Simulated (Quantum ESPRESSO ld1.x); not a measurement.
Results of a calculation; reference values are marked as such.
Orbital energies (hartree) of the scandium ion Sc+, [Ar] 3d1 4s1: non-relativistic, with first-order perturbation theory as ld1.x prints it (mass-velocity, Darwin and spin-orbit terms), and from the self-consistent Dirac equation with open shells shared by 2j + 1. Spin-unpolarised spherical Kohn-Sham, PBEsol, point nucleus, ld1.x of Quantum ESPRESSO 7.5.

| orbital | non-rel. | first order | Dirac |
|---|---|---|---|
| 1s1/2 | -160.679 | -161.900 | -161.625 |
| 2s1/2 | -17.4889 | -17.7269 | -17.6611 |
| 2p1/2 | -14.4948 | -14.7008 | -14.6251 |
| 2p3/2 | -14.4948 | -14.5326 | -14.4548 |
| 3s1/2 | -2.2512 | -2.2864 | -2.2740 |
| 3p1/2 | -1.4891 | -1.5143 | -1.5027 |
| 3p3/2 | -1.4891 | -1.4957 | -1.4839 |
| 3d3/2 | -0.3715 | -0.3732 | -0.3675 |
| 3d5/2 | -0.3715 | -0.3720 | -0.3663 |
| 4s1/2 | -0.3551 | -0.3586 | -0.3572 |
| 4p1/2 (empty) | -0.2316 | -0.2336 | -0.2325 |
| 4p3/2 (empty) | -0.2316 | -0.2322 | -0.2310 |
| 5s1/2 (empty) | -0.1078 | -0.1086 | -0.1082 |

First order keeps the non-relativistic potential frozen, so it lacks the indirect effect: the contracted s and p shells screen the nucleus better and push d and f levels up in the self-consistent Dirac solution.
